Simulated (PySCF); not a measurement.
Zn(SeH)(SiH3) (H₄SeSiZn), SMILES [SiH3][Zn][SeH].

Coordinates come from a B3LYP-D3(BJ)/def2-SVP optimisation. The structure was generated by enumeration; whether it is a known compound was not checked. One conformer was computed; it need not be the lowest.

Calculation: M06-2X/def2-TZVPD run with PySCF.

The molecule is in vacuum.

```yaml
total_energy: -4472.85872 hartree
highest_occupied_level: -8.00 eV
lowest_empty_level: -0.84 eV
orbital_gap: 7.16 eV
dipole_moment: 1.21 D
quadrupole, principal values (traceless, Buckingham form, about the centre of nuclear charge): -9.24, 1.30, 7.94 D·Å
mean_static_polarisability: 92.4 bohr³ (13.69 Å³)
polarisability_principal_values: 72.6, 73.5, 131.1 bohr³
```
